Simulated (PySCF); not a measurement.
Computed IR spectrum (relative IR intensity) of a molecule CH8F2Si3. Geometry optimised at PBE-D3(BJ)/def2-SVP. Other conformers were not sampled. Level of theory: PySCF with PBE-D3(BJ)/def2-SVP. Frequencies are harmonic and unscaled.

Lines under 2 % of the strongest are left out, and lines within 2 cm⁻¹ are merged.

ν (cm⁻¹): 72 (vw), 168 (vw), 176 (vw), 305 (vw), 409 (w), 465 (w), 495 (w), 634 (w), 677 (vs), 740 (m), 786 (w), 813 (m), 827 (vs), 857 (m), 895 (m), 899 (m), 908 (m), 982 (m), 1399 (vw), 2146 (s), 2152 (m), 2161 (m), 2164 (s), 2178 (m), 2972 (w), 3036 (w) (against the strongest line: vs over 80 %, s over 45 %, m over 15 %, w over 4 %, vw less)

Question: Which structure fits?
(A) FC[SiH2][SiH2][SiH2]F
(B) C[SiH2][Si](F)(F)[SiH3]
(C) C[SiH]([SiH2]F)[SiH2]F
(D) FC[SiH2][Si@@H](F)[SiH3]

Answer: D, FC[SiH2][Si@@H](F)[SiH3]
